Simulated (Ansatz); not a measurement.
`BO[SiH2]S[SiH3]` → `BO[SiH2]S` + `[SiH2]`  (silylene loss)

Gas-phase electronic energies from Ansatz, PBE0-D4/def2-TZVP geometries. CCSD(T)/CBS adds triple-zeta CCSD(T) − MP2 to the extrapolated MP2 energy (def2 sets, frozen cores). This one scheme is used for every species. Functionals use def2-TZVPP. B3LYP here is the variant with VWN-RPA as its local correlation; programs differ in this. Each species was taken in one conformer, which may not be the lowest.

```tsv
level	ΔE (kJ/mol)	difference from CCSD(T)/CBS
r2SCAN-D4	320.2	21.1
PBE0-D4	312.3	13.2
ωB97X-V	307.1	8.0
PBE	291.1	-8.0
r2SCAN	317.1	18.0
B3LYP	274.1	-25.0
HF/def2-TZVPP	273.3	-25.8
CCSD(T)/def2-TZVPP	288.6	-10.5
HF/def2-QZVPP	274.0	-25.1
HF/CBS(def2)	274.1	-25.0
CCSD(T)/CBS	299.1	0
```

Largest T1 diagnostic among the species: 0.014.

In def2-TZVPP, CCSD(T) changes the Hartree–Fock value by +15.3 kJ/mol (the triples alone add +6.0 kJ/mol) and MP2 by +40.1 kJ/mol. From PBE to PBE0 (25 % exact exchange), in def2-TZVPP and without D4, ΔE moves by +10.6 kJ/mol.
